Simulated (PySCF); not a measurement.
Computed shifts of a molecule C₅H₄F₂O, PySCF with PBE/pcSseg-1, GIAO, gas phase, equivalent atoms averaged, in ppm (number of nuclei): ¹³C: 217.1 (1), 167.1 (1), 128.8 (1), 108.9 (1), 101.1 (1). ¹⁹F: -119.6 (1), -139.6 (1). ¹H: 7.25 (1), 6.26 (2), 5.91 (1). References: ¹³C against TMS (σ = 182.0 ppm); ¹⁷O against H2O (σ = 334.3 ppm); ¹⁹F against CFCl3 (σ = 133.6 ppm); ¹H against TMS (σ = 31.49 ppm), references at their B3LYP-D3(BJ)/def2-TZVP geometries, non-relativistic. Coordinates come from a PBE0-D3(BJ)/def2-SVP optimisation. One conformer was computed; it need not be the lowest.

### Question
Which structure fits?
A. C=C=COC=C(F)F
B. Cc1c(F)coc1F
C. C#C[C@@H]1CC(F)(F)O1
D. C=C=C(F)OC(=C)F

### Answer
A, C=C=COC=C(F)F
